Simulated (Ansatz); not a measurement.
CH8Ge2, SMILES `[GeH3][CH2][GeH3]` from Hartree–Fock to CCSD(T)

Z-matrix (Å, degrees):
```
Ge
C 1 1.955
H 1 1.539 2 109.9
H 1 1.540 2 110.7 3 120.2
H 1 1.539 2 109.9 3 -119.6
Ge 2 1.955 1 113.8 3 59.7
H 2 1.092 1 108.8 3 -178.7
H 2 1.092 1 108.8 3 -61.8
H 6 1.539 2 109.9 1 -59.7
H 6 1.539 2 109.9 1 59.9
H 6 1.540 2 110.7 1 -179.9
```

The species carries charge 0 and has multiplicity 1. Correlated methods include outer-core shells of Ge, which these sets cover unevenly. Scalar relativity is left out up to krypton. All single points use the PBE0-D4/def2-TZVP geometry. Frozen core, restricted reference, Ansatz.

| basis | HF (Eh) | MP2 corr. |
| --- | --- | --- |
| def2-SVP | -4192.68872 | -0.62461 |
| def2-TZVPP | -4193.26165 | -0.71559 |
| def2-QZVPP | -4193.34800 | -1.25418 |

Problem. Estimate the CCSD correlation energy and the (T) correction in each basis where they were run (hartree).

Solution. 
| basis | CCSD corr. | (T) |
| --- | --- | --- |
| def2-SVP | -0.65859 | -0.01870 |
| def2-TZVPP | -0.75220 | -0.02649 |
